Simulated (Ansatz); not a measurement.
`F/C=[C](/[AlH2])[SiH3]`, charge 0, multiplicity 1.

(1) Give a relaxed structure at PBE0-D4/def2-TZVP (the Gaussian-basis code of Ansatz). (An estimate is asked.)

## Answers

(1) Ansatz gave: 
Z-matrix (Å, degrees):
```
Si
C 1 1.865
H 1 1.487 2 111.2
H 1 1.487 2 111.3 3 -121.5
H 1 1.486 2 108.6 3 119.2
C 2 1.328 1 120.2 3 62.8
Al 2 1.933 1 126.0 3 -117.1
F 6 1.342 2 123.2 1 -0.1
H 6 1.089 2 127.3 1 179.9
H 7 1.583 2 120.8 1 0.2
H 7 1.588 2 116.9 1 -179.9
```
Point group Cs.
This is one stationary point; other conformers may exist.
